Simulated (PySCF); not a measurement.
## Mayer bond orders and bond lengths

4H-pyran-4-thione, C5H4OS.
Atom-mapped SMILES: `[S:1]=[c:2]1[cH:3][cH:4][o:5][cH:6][cH:7]1` (hydrogens: H8 on C3; H9 on C4; H10 on C6; H11 on C7)

Geometry (GFN2-xTB, Å), atoms numbered from 1 in this order:
```xyz
11
C5H4OS angstrom
S     -1.780    2.206    0.065
C     -0.745    0.924    0.025
C     -1.195   -0.442    0.018
C     -0.306   -1.450   -0.015
O      1.028   -1.272   -0.041
C      1.483   -0.006   -0.034
C      0.684    1.076   -0.004
H     -2.253   -0.641    0.039
H     -0.574   -2.497   -0.023
H      2.562    0.037   -0.054
H      1.101    2.068   -0.001
```

Bond orders from the PBE0/pcSseg-1 density (PySCF). Geometry: GFN2-xTB; no solvent, vibrations or thermal averaging.

Problem. How far do the computed orders between heavy atoms stray from the drawn ones?

Solution. The largest departure is 0.468, at C4–O5 (drawn aromatic, 1.032) and O5–C6 (drawn aromatic, 1.032), counting aromatic bonds as 1.5. Drawn double or triple, more than 0.30 short of the drawn order: S1–C2 (1.666). The bonds drawn aromatic range from 1.03 to 1.68.

Problem. Give the Mayer order of every bond, beside its length.

Solution. 
```tsv
bond	drawn as	length (Å)	Mayer order
S1–C2	double	1.648	1.666
C2–C3	aromatic	1.438	1.110
C3–C4	aromatic	1.345	1.677
C4–O5	aromatic	1.346	1.032
O5–C6	aromatic	1.346	1.032
C6–C7	aromatic	1.345	1.677
C7–C2	aromatic	1.438	1.110
C3–H8	single	1.077	0.961
C4–H9	single	1.080	0.965
C6–H10	single	1.080	0.965
C7–H11	single	1.077	0.961
```

Bonds between the same two heavy elements. C–C: lowest C2–C3 and C7–C2 (1.110, 1.438 Å), highest C3–C4 and C6–C7 (1.677, 1.345 Å). C–O: all 2 within 0.02 of one another (1.032 to 1.032). Bonds named together lie within 0.004.

Problem. Sum the orders of all bonds at each heavy atom with more than one neighbour and set the sums beside the valence in the SMILES.

Solution. C2 3.886 (drawn 4), C3 3.748 (drawn 4), C4 3.674 (drawn 4), O5 2.064 (drawn 2), C6 3.674 (drawn 4), C7 3.748 (drawn 4). Orders between atoms that aren't bonded are not in these sums.

Mayer orders depend on the basis set.
